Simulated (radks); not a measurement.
Question: Radial electron density D(r) = 4 pi r^2 rho(r) of an atom or ion with 63 electrons. All-electron calculation, Dirac Kohn-Sham, AM05, spin-unpolarised, spherical densities, finite nucleus; Fermi nuclear charge, rms radius of each element as measured or else 0.836 A^(1/3) + 0.57 fm. Program: a radial shooting solver on a logarithmic mesh with Libxc functionals.

r (bohr)  D(r) (e/bohr)
0.001286          5.893
0.001509          7.615
0.001771          9.790
0.002078          12.52
0.002419          15.71
0.002839          19.79
0.003332          24.72
0.00391           30.53
0.004588          37.25
0.005385          44.79
0.006319          52.93
0.007415          61.33
0.008702          69.46
0.01021           76.65
0.01198           82.13
0.01406           85.25
0.01637           85.68
0.01921           83.67
0.02255           80.07
0.02646           76.65
0.03105           75.60
0.03644           78.79
0.04276           86.65
0.05018           97.36
0.05888           106.9
0.0691            110.7
0.08109           106.3
0.09516           95.90
0.1117            85.92
0.13              83.19
0.1526            88.80
0.179             96.40
0.2101            95.37
0.2465            80.74
0.2893            59.07
0.3395            43.25
0.3984            40.35
0.4676            45.27
0.5487            47.30
0.6439            41.17
0.7556            30.17
0.8867            20.31
1.032             14.55
1.211             11.31
1.422             8.949
1.668             6.487
1.958             4.173
2.297             2.501
2.696             1.573
3.164             1.135
3.713            0.8794
4.357            0.6384
5.113            0.3964
6                0.2022
6.985           0.08728
8.197           0.02865
9.619          0.007262
11.29          0.001380
13.25         0.0001903

What is the nuclear charge?

Answer: Z = 63. The innermost maximum, from 1s, lies near gamma/Z bohr with gamma = sqrt(1 - (Z/c)^2) = 0.888, here 0.0141 bohr (found: 0.0156), and its height grows with Z. The density is that of neutral europium in [Kr] 4d10 4f7 5s2 5p5 6s2 5d1; the configuration itself is not fixed sharply by these data, and Z only to a few units. D(r) has 4 maxima, at r = 0.0156, 0.0691, 0.192, 0.531 bohr, and minima at 0.0301, 0.127, 0.380 bohr, inside which lie 2.02, 11.23, 29.27 electrons.
